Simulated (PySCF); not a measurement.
# Single point on BeGe⁻

State: ⁴Σ⁻ (quartet), unpaired electrons σ ↑, π ↑↑.

An equivalent input (the run itself took its basis sets from the Basis Set Exchange, started from a PBE0 density and held the occupation σ 10α 9β, πx 4α 3β, πy 4α 3β, δx 1α 1β, δy 1α 1β):

```python
from pyscf import gto, scf, cc
mol = gto.M(atom='Be 0 0 0; Ge 0 0 2.233', basis={'Be': 'aug-pcseg-1', 'Ge': 'aug-pcseg-1'},
            charge=-1, spin=3, verbose=4, symmetry='C2v')
mf = scf.UHF(mol)
mf.irrep_nelec = {'A1': (11, 10), 'A2': (1, 1), 'B1': (4, 3), 'B2': (4, 3)}
mf.conv_tol = 1e-9
mf.max_cycle = 60
mf.diis_space = 10
mf.kernel()
mycc = cc.CCSD(mf, frozen=[[0, 1, 2, 3, 4, 5, 6, 7, 8], [0, 1, 2, 3, 4, 5, 6, 7, 8]])
mycc.run(conv_tol=1e-7, conv_tol_normt=1e-5, max_cycle=80, diis_space=8)
et = mycc.ccsd_t()
```

The SCF ended at -2089.68052563 hartree. The coupled-cluster part of the log:

```
******** <class 'pyscf.cc.uccsd.UCCSD'> ********
CC2 = 0
CCSD nocc = (11, 8), nmo = (40, 40)
frozen orbitals [[0, 1, 2, 3, 4, 5, 6, 7, 8], [0, 1, 2, 3, 4, 5, 6, 7, 8]]
max_cycle = 80
direct = 0
conv_tol = 1e-07
conv_tol_normt = 1e-05
diis_space = 8
diis_start_cycle = 0
diis_start_energy_diff = 1e+09
Init t2, MP2 energy = -0.097789629066225
Init E_corr(UCCSD) = -0.0977896290758313
cycle = 1  E_corr(UCCSD) = -0.111995033524077  dE = -0.0142054044  norm(t1,t2) = 0.0778739
cycle = 2  E_corr(UCCSD) = -0.116750241223145  dE = -0.0047552077  norm(t1,t2) = 0.0390315
cycle = 3  E_corr(UCCSD) = -0.120537604156593  dE = -0.00378736293  norm(t1,t2) = 0.0265031
cycle = 4  E_corr(UCCSD) = -0.120978317342087  dE = -0.000440713185  norm(t1,t2) = 0.0112861
cycle = 5  E_corr(UCCSD) = -0.120977312598531  dE = 1.00474356e-06  norm(t1,t2) = 0.00735731
cycle = 6  E_corr(UCCSD) = -0.121150149393498  dE = -0.000172836795  norm(t1,t2) = 0.00337193
cycle = 7  E_corr(UCCSD) = -0.121196025931273  dE = -4.58765378e-05  norm(t1,t2) = 0.0014417
cycle = 8  E_corr(UCCSD) = -0.121194117012901  dE = 1.90891837e-06  norm(t1,t2) = 0.000631086
cycle = 9  E_corr(UCCSD) = -0.121198536302663  dE = -4.41928976e-06  norm(t1,t2) = 0.0002019
cycle = 10  E_corr(UCCSD) = -0.121199248841419  dE = -7.12538757e-07  norm(t1,t2) = 7.95196e-05
cycle = 11  E_corr(UCCSD) = -0.121199335171514  dE = -8.63300944e-08  norm(t1,t2) = 3.42203e-05
cycle = 12  E_corr(UCCSD) = -0.121199413224135  dE = -7.80526216e-08  norm(t1,t2) = 1.50029e-05
cycle = 13  E_corr(UCCSD) = -0.121199725505119  dE = -3.12280984e-07  norm(t1,t2) = 7.11903e-06
cycle = 14  E_corr(UCCSD) = -0.121199839921045  dE = -1.14415926e-07  norm(t1,t2) = 3.13632e-06
cycle = 15  E_corr(UCCSD) = -0.121199876029447  dE = -3.61084024e-08  norm(t1,t2) = 1.49769e-06
UCCSD converged
E(UCCSD) = -2089.801725508829  E_corr = -0.1211998760294472
UCCSD(T) correction = -0.00589469869707537
```

T1 diagnostic 0.025, D1 0.123, 19 electrons correlated.

Repeating this along the bond gives Re = 2.300 Å and ωe = 406 cm⁻¹.

A point of this curve took 3.4 CPU seconds beside 0.18 for the integrals, on AMD EPYC 9R14 (shared host).

Correlated steps freeze 9 core orbitals. Spin–orbit coupling is left out. The state was picked by a PBE0 search and need not be the measured ground state.
